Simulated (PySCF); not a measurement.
## Excitation energy of Tl⁺ by level of theory

Tl⁺ [Xe] 4f14 5d10 6s2 (1S) → Tl⁺ [Xe] 4f14 5d10 6s1 6p1 (3P), as a difference of total energies. Computed with PySCF 2.14 in aug-cc-pwCVTZ-DK3 (11s10p8d5f1g, 125 functions), with scalar relativity by spin-free X2C-1e. Correlated levels: valence: [Xe] 4f14 5d10 frozen; valence and next inner shell: [Kr] 4d10 4f14 frozen. The calculations carry no spin-orbit coupling.

```tsv
method	excitation energy (cm⁻¹)
UHF	45422
LDA	61897
PBE	59844
PBE0	57028
r2SCAN	57619
MP2 (valence)	49531
SCS-MP2 (valence)	50753
MP2 (valence and next inner shell)	60017
SCS-MP2 (valence and next inner shell)	59904
```

Errors of the correlated levels include the incompleteness of this basis and the frozen core.

For comparison: 57252 cm⁻¹ (measured; NIST levels, between the centres of gravity of the two terms).
